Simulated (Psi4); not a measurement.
Approach curve of the dimer C2H4 ··· H4N+ (SMILES C=C and [NH4+]) (charge +1). Monomers: optimised at B3LYP-D3(BJ) (def2-TZVP), held rigid. Orientation: lowest of the rigid-body minima from ten starts at GFN2-xTB. Only R, the distance of the centres of mass, is varied, so the lowest point isn't the relaxed dimer.

- PBE/def2-TZVP, counterpoise-corrected (Psi4)
- PBE-D3(BJ)/def2-TZVP, counterpoise-corrected (Psi4)
- SAPT0/jun-cc-pVDZ, frozen core (Psi4)

Interaction energies in kJ/mol; the last columns give the difference from SAPT0:

```tsv
R / Å	PBE/def2-TZVP	PBE-D3(BJ)/def2-TZVP	SAPT0/jun-cc-pVDZ	PBE/def2-TZVP − SAPT0/jun-cc-pVDZ	PBE-D3(BJ)/def2-TZVP − SAPT0/jun-cc-pVDZ
2.34	97.56	89.86	101.69	-4.13	-11.83
2.55	10.71	3.23	19.13	-8.42	-15.90
2.76	-29.55	-36.25	-20.23	-9.32	-16.02
2.94	-43.91	-49.89	-34.88	-9.03	-15.01
3.13	-48.32	-53.54	-40.26	-8.06	-13.28
3.35	-46.44	-50.83	-40.10	-6.34	-10.73
3.61	-40.34	-43.84	-36.08	-4.27	-7.77
3.94	-31.58	-34.13	-29.22	-2.36	-4.91
4.47	-20.29	-21.73	-19.53	-0.76	-2.20
5.11	-12.00	-12.69	-12.08	0.07	-0.62
6.10	-5.89	-6.12	-6.44	0.55	0.31
7.43	-2.90	-2.97	-3.32	0.42	0.35
```

PBE/def2-TZVP is furthest from SAPT0/jun-cc-pVDZ at 2.76 (-9.32 kJ/mol, below); its mean absolute difference over the points is 4.48 kJ/mol.

PBE-D3(BJ)/def2-TZVP is furthest from SAPT0/jun-cc-pVDZ at 2.76 (-16.02 kJ/mol, below); its mean absolute difference over the points is 8.24 kJ/mol.
